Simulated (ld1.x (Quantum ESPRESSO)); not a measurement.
**Scattering properties, PAW potential for phosphorus**

ld1.x (Quantum ESPRESSO) 7.5 input, shortened:

```
&input
   title='P', zed=15., rel=1, dft='PBESOL', iswitch=3,
   config='[Ne] 3s2 3p2 3d-2'
 /
 &inputp
   pseudotype=3, lpaw=.true., tm=.true., lloc=-2, rcloc=1.50,
   nlcc=.false.,
   which_augfun='PSQ', rmatch_augfun=1.25
 /
6
3S  1  0   2.00   0.00  1.60  1.70  0.0
3S  1  0   0.00   2.05  1.60  1.70  0.0
3P  2  1   2.00   0.00  1.50  1.70  0.0
3P  2  1   0.00   2.05  1.50  1.70  0.0
3D  3  2  -2.00   0.40  1.10  1.45  0.0
3D  3  2  -2.00   2.90  1.10  1.45  0.0
 &test
   configts(1)='3s2 3p2'
 /
```

The phase is arctan(r·u′/u) with u = r·R(r), unwrapped; energies in Ry, scanned from -4 to 5 Ry. A pole is an energy at which the radial function vanishes at the test radius. The pseudo phase is shifted by a multiple of π to meet the all-electron one at the reference energy, and phase errors are pseudo minus all-electron; the curves can meet again beyond the range given. Levels narrower than the energy grid can be missing from the lists of poles.

Q: For each channel, where are the poles, and over which energies does the pseudopotential scatter like the atom?

A:

```csv
channel,radius (bohr),reference energy (Ry),"poles, all-electron","poles, pseudo",unbroken range about the reference energy with phases within 0.05 rad,phase error 1 Ry above the reference energy (rad)
s,1.84,-1.71,1.39,1.39,the whole range,-0.000
p,1.84,-1.04,2.45,2.45,the whole range,-0.000
d,1.84,0.40,3.19,3.19,the whole range,+0.000
```

Phases in the s channel:

```
E (Ry)  all-electron  pseudo
 -4.00         1.091   1.091
 -3.52         0.992   0.992
 -3.04         0.826   0.825
 -2.56         0.513   0.513
 -2.08        -0.059  -0.059
 -1.60        -0.695  -0.695
 -1.12        -1.073  -1.073
 -0.64        -1.272  -1.272
 -0.16        -1.388  -1.388
  0.32        -1.464  -1.464
  0.80        -1.519  -1.519
  1.28        -1.562  -1.562
  1.76        -1.598  -1.598
  2.24        -1.629  -1.629
  2.72        -1.658  -1.658
  3.20        -1.686  -1.687
  3.68        -1.716  -1.716
  4.16        -1.747  -1.748
  4.64        -1.783  -1.785
```
